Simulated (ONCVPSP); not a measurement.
**Mo (Z = 42): variants of one ONCV potential**

Base potential:

ONCVPSP 4.0.1 input, shortened (lines: element, Z, core and valence counts, functional; n l f; lmax; l rc ep ncon nbas qcut; lloc lpopt rc5 dvloc0; l nproj debl; icmod fcfact rcfact), PBE, scalar-relativistic:

```
  Mo 42.00    6    4        4      upf
    1    0    2.00
    2    0    2.00
    2    1    6.00
    3    0    2.00
    3    1    6.00
    3    2   10.00
    4    0    2.00
    4    1    6.00
    4    2    5.00
    5    0    1.00
    2
    0    1.65    0.00    4    8    7.40
    1    1.55    0.00    4    7    8.80
    2    1.55    0.00    4    7   10.90
    2    5    1.55    0.00
    0    2    3.70
    1    2    3.50
    2    0    3.60
    3    3.00    1.60
```

All-electron outer shells of the reference configuration (PBE, scalar-relativistic, ld1.x):

```json
{"shell": "3d", "level (eV)": "-220.98", "outermost node (bohr)": "–", "outermost maximum (bohr)": "0.32"}
{"shell": "4s", "level (eV)": "-64.35", "outermost node (bohr)": "0.51", "outermost maximum (bohr)": "0.99"}
{"shell": "4p", "level (eV)": "-38.49", "outermost node (bohr)": "0.52", "outermost maximum (bohr)": "1.08"}
{"shell": "5s", "level (eV)": "-4.09", "outermost node (bohr)": "1.34", "outermost maximum (bohr)": "2.93"}
{"shell": "4d", "level (eV)": "-3.75", "outermost node (bohr)": "0.53", "outermost maximum (bohr)": "1.38"}
```

Cutoffs, loose and tight: the cutoffs (Ha) at which the residual kinetic energy of the hardest occupied pseudo-wave falls to 1 and 0.1 mHa per electron. They do not see the model core or the augmentation charge, which bear on the density cutoff. Test errors are all-electron minus pseudo excitation energies from the reference, over the configurations 4s2 4p6 4d5 5s0; 4s2 4p6 4d4 5s0; 4s2 4p6 4d3 5s0; 4s2 4p6 4d4 5s1 5p1. A dash means not determined; rows that change the core or the reference have their own tests.

A true bound ghost makes a file unfit for plane-wave use even where its test errors are small: the radial tests pick states by their node count and pass the ghost by.

```csv
change,outcome,"cutoff, loose","cutoff, tight",bound ghosts,GHOST(+) flags above zero,largest test error (meV)
base,generated,25 Ha,31 Ha,none,none,-2.0
"all radii but the core radius scaled by about 0.91 (s 1.50, p 1.42, d 1.42 bohr)",generated,28 Ha,34 Ha,none,s,-1.8
"all radii but the core radius scaled by about 0.96 (s 1.58, p 1.48, d 1.48 bohr)",generated,27 Ha,32 Ha,none,s,-1.9
"all radii but the core radius scaled by about 1.03 (s 1.70, p 1.60, d 1.60 bohr)",generated,24 Ha,30 Ha,none,none,-2.1
"all radii but the core radius scaled by about 1.07 (s 1.78, p 1.66, d 1.66 bohr)",generated,22 Ha,28 Ha,none,none,-2.2
"all radii but the core radius scaled by about 1.16 (s 1.90, p 1.80, d 1.80 bohr)",generated,19 Ha,24 Ha,none,none,-2.5
"all radii but the core radius scaled by about 1.21 (s 2.00, p 1.88, d 1.88 bohr)",generated,23 Ha,30 Ha,none,none,+4.1
"all radii but the core radius scaled by about 1.25 (s 2.06, p 1.94, d 1.94 bohr)",generated,21 Ha,26 Ha,none,none,-2.7
```

Problem. What comes out with this change to the base: all radii but the core radius scaled by about 0.79 (s 1.30, p 1.22, d 1.22 bohr)?

Solution. outcome: generated; cutoff, loose: 32 Ha; cutoff, tight: 54 Ha; bound ghosts: none; GHOST(+) flags above zero: s; largest test error (meV): +4.1.

Problem. What comes out with this change to the base: all radii but the core radius scaled by about 0.84 (s 1.38, p 1.30, d 1.30 bohr)?

Solution. outcome: generated; cutoff, loose: 31 Ha; cutoff, tight: 38 Ha; bound ghosts: s; GHOST(+) flags above zero: none; largest test error (meV): +3.0.

Problem. What comes out with this change to the base: all radii but the core radius scaled by about 1.31 (s 2.16, p 2.02, d 2.02 bohr)?

Solution. outcome: generated; cutoff, loose: 19 Ha; cutoff, tight: 23 Ha; bound ghosts: none; GHOST(+) flags above zero: none; largest test error (meV): -2.8.

Reading the sweep of the scale of all radii but the core radius (base = 1) (base included, trends over the rows without a ghost): The loose cutoff falls from 32 Ha at 0.79 to 19 Ha at 1.31, with one reversal. A larger radius leaves more room for a smooth pseudo-wave, so fewer plane waves are needed; a smaller one forces it to follow the all-electron wave where it bends sharply. The median size of the test errors (rows with all tests solved) is not monotonic: lowest 1.0 meV at 1.16, highest 2.2 meV at 1.21. Bound ghosts are found at 0.84.
